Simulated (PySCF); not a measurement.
F2Si, charge +1, multiplicity 2. Atoms are numbered in the order given.

```xyz
3

F      0.0000    -1.3291     0.3369
Si     0.0000     0.0000    -0.4332
F      0.0000     1.3291     0.3369
```
Charge +1, spin multiplicity 2.

Coordinates come from a r2SCAN-D4/def2-TZVP optimisation. The isomer is the one that the SMILES or the coordinates give; other isomers of the formula were not compared.

Method: CAM-B3LYP/def2-TZVPD run with PySCF.

Mulliken values depend strongly on the basis, most of all with diffuse functions as here. Atomic charges (e):

```csv
atom,Mulliken,meta-Löwdin,Mulliken spin
F1,-0.02,-0.36,0.07
Si2,1.04,1.72,0.86
F3,-0.02,-0.36,0.07
```
